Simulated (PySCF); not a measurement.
H5O4Si, SMILES O[Si](O)(O)[OH2+], charge +1. The structure is a stationary point at PBE-D3(BJ)/def2-SVP. One conformer was computed; it need not be the lowest.

Task: Give the equilibrium geometry at PBE-D3(BJ)/def2-SVP (PySCF confirms it by a frequency run) as Cartesian coordinates in Å. (The exact figures need the calculation; the answer reports its results.)

Result: This is not unique; one that fits is 
```xyz
10

O      0.4621    -0.3775     1.6031
Si     0.2039    -0.0615     0.0342
O      0.0538    -1.2670    -1.0507
O      0.8678     1.3466    -0.4292
O     -1.5872     0.4010    -0.1420
H      0.2828    -1.2450     2.0112
H      0.8083    -1.7651    -1.4153
H      1.5741     1.7687     0.0956
H     -1.8099     1.3591    -0.1748
H     -2.0808    -0.0816    -0.8454
```
Charge +1, spin multiplicity 1.
